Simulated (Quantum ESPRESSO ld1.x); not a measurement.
The numbers below are computed, except where a source is named.
Excited configurations of the nickel ion Ni12+: one electron is placed in a higher orbital outside [Ne] 3s2 3p3. The ground configuration is [Ne] 3s2 3p4. Level of theory: scalar-relativistic Kohn-Sham, LDA (Slater exchange, Perdew-Wang correlation), spin-polarised, spherical densities, point nucleus; open shells are filled with parallel spins first (ld1.x of Quantum ESPRESSO 7.5). Excitation = E - E(ground); binding = E(ion) - E, where the ion is the core of charge +13; n* = 13/sqrt(2 binding) in atomic units. These energies are relativistic, and a one-electron ion of charge +13 with no core already has n* below n in this formula (scalar-relativistic equation, point nucleus: 3d 2.999, 4p 3.998, 4f 4.000, 5f 4.999, 6p 5.998, 6d 5.999, 6f 5.999, 7s 6.996, 7f 6.999).

outer orbital,excitation (eV),binding (eV),n*,eigenvalue (eV)
3d,54.500,330.03,2.640,-311.93
4p,192.87,191.66,3.464,-184.34
4f,231.16,153.37,3.872,-145.06
5f,286.78,97.746,4.850,-93.707
6p,307.52,77.007,5.464,-74.500
6d,313.13,71.399,5.675,-68.959
6f,317.05,67.475,5.838,-65.000
7s,327.05,57.479,6.325,-55.703
7f,335.18,49.350,6.826,-47.662

The Delta-SCF ionisation energy is 384.53 eV (NIST Atomic Spectra Database: 384.5 eV, semi-empirical). Self-interaction in the functional shifts the binding energies and quantum defects, so they are the method's values and not measured ones. Open shells are spherical and high-spin; term and fine-structure splittings are not resolved.
